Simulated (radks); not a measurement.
Results of a calculation; reference values are marked as such.
Species: Rh. Configuration: [Kr] 4d8 5s1.

Code: a radial shooting solver on a logarithmic mesh with Libxc functionals. Model: Dirac Kohn-Sham, Slater X-alpha with alpha = 0.763, spin-unpolarised, spherical densities, finite nucleus; open shells fill j = l - 1/2 first; Fermi nuclear charge, rms radius 4.4945 fm.

Energy parts (eV):
part                   energy
total             -130476.146
kinetic            136072.418
electron-nucleus  -315777.944
Hartree             53288.464
exchange            -4059.084

Orbitals (lengths in bohr, moments of r in powers of bohr; <r^-3> diverges for s and p1/2):
[
 {"orbital": "1s1/2", "occ.": "2", "eigenvalue (eV)": "-23050.01", "<r>": "0.03263", "<r^-3>": "-"},
 {"orbital": "2s1/2", "occ.": "2", "eigenvalue (eV)": "-3348.728", "<r>": "0.1415", "<r^-3>": "-"},
 {"orbital": "2p1/2", "occ.": "2", "eigenvalue (eV)": "-3105.171", "<r>": "0.1201", "<r^-3>": "-"},
 {"orbital": "2p3/2", "occ.": "4", "eigenvalue (eV)": "-2959.946", "<r>": "0.1250", "<r^-3>": "3032"},
 {"orbital": "3s1/2", "occ.": "2", "eigenvalue (eV)": "-599.7474", "<r>": "0.3900", "<r^-3>": "-"},
 {"orbital": "3p1/2", "occ.": "2", "eigenvalue (eV)": "-503.7730", "<r>": "0.3822", "<r^-3>": "-"},
 {"orbital": "3p3/2", "occ.": "4", "eigenvalue (eV)": "-478.6949", "<r>": "0.3929", "<r^-3>": "531.6"},
 {"orbital": "3d3/2", "occ.": "4", "eigenvalue (eV)": "-307.6935", "<r>": "0.3668", "<r^-3>": "80.52"},
 {"orbital": "3d5/2", "occ.": "6", "eigenvalue (eV)": "-302.7199", "<r>": "0.3703", "<r^-3>": "76.19"},
 {"orbital": "4s1/2", "occ.": "2", "eigenvalue (eV)": "-82.9479", "<r>": "0.9758", "<r^-3>": "-"},
 {"orbital": "4p1/2", "occ.": "2", "eigenvalue (eV)": "-53.5686", "<r>": "1.055", "<r^-3>": "-"},
 {"orbital": "4p3/2", "occ.": "4", "eigenvalue (eV)": "-49.5720", "<r>": "1.086", "<r^-3>": "84.62"},
 {"orbital": "4d3/2", "occ.": "4", "eigenvalue (eV)": "-6.2946", "<r>": "1.554", "<r^-3>": "6.822"},
 {"orbital": "4d5/2", "occ.": "4", "eigenvalue (eV)": "-5.8875", "<r>": "1.581", "<r^-3>": "6.339"},
 {"orbital": "5s1/2", "occ.": "1", "eigenvalue (eV)": "-4.1435", "<r>": "3.257", "<r^-3>": "-"}
]

The highest occupied level is 5s1/2 at -4.144 eV. For comparison, the ionisation energy in NIST's Atomic Spectra Database is 7.459 eV (measured). In exact Kohn-Sham theory the highest level is minus the ionisation energy, but local and semilocal functionals leave it too shallow, through self-interaction and a potential that decays too fast; potentials with the right tail come closer. The electron density at the nucleus is 1.207e+05 e/bohr^3. The density falls to 0.001 e/bohr^3 at r = 4.37 bohr.

Beside tabulated values, note that spin-unpolarised runs miss the spin-polarisation part of the exchange energy of open shells.
